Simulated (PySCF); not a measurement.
# FeOBr, sextet: structure and spectrum

Computed with UPBE/[Fe def2-SVP, O def2-SVP, Br def2-SVP], no relativity, density fitting, PySCF.

The structure is a minimum.

| Property | Result |
| --- | --- |
| Point group | Cs |
| Bond lengths | Fe–Br 2.303 Å, Fe–O 1.638 Å |
| Bond angles | Br–Fe–O 152.6° |
| Enthalpy at 298.15 K above 0 K | 13.13 kJ/mol |
| Rotational symmetry number | 1 |
| Principal quadrupole moments (Buckingham, traceless) about the centre of mass | -11.84, 5.35, 6.48 D Å |
| Principal polarisabilities | 25.7, 28.1, 76.9 bohr³ |
| Rotational constants | 3.454, 0.05831, 0.05735 cm⁻¹ |
| Atomisation energy without zero-point energy | 894 kJ/mol |
| Dipole moment | 1.75 D |
| Highest occupied level (α) | -6.18 eV |
| Heat capacity Cp at 298.15 K | 50.6 J/(mol K) |
| Entropy at 298.15 K and 1 bar (electronic part: spin only) | 310.2 J/(mol K) |
| Lowest empty level (β) | -5.73 eV |
| Zero-point energy | 7.7 kJ/mol |
| Spin squared ⟨S²⟩ | 8.759 |

Harmonic modes (masses in u: Fe 55.935, O 15.995, Br 78.918):
```csv
symmetry,ω (cm⁻¹),IR (km/mol),μ (u),type
a',94,18.2,23.61,bend
a',297,16.9,50.14,stretch
a',890,48.5,19.21,stretch
```

Charges (e):
```
atom  Mulliken  Löwdin  polar tensor  spin (Mulliken)  Mayer order to Fe1
 Fe1      0.70    0.44          0.96             3.96                   –
  O2     -0.44   -0.27         -0.50             0.90                1.99
 Br3     -0.27   -0.17         -0.46             0.14                1.14
```

Mulliken populations on Fe1: s 6.58, p 12.51, d 6.20, f 0.00.

Formally Fe is in oxidation state +3, d5, with 5 unpaired electrons (the high-spin count). The Mulliken spin on Fe is 3.96. The polar-tensor charge on Fe, 0.96, is far below the formal one.

This need not be the most stable arrangement of these atoms. Other spin states or occupations of the open shell can lie lower.

The final relaxation and frequency run took of the order of 100 core-seconds on a shared host.
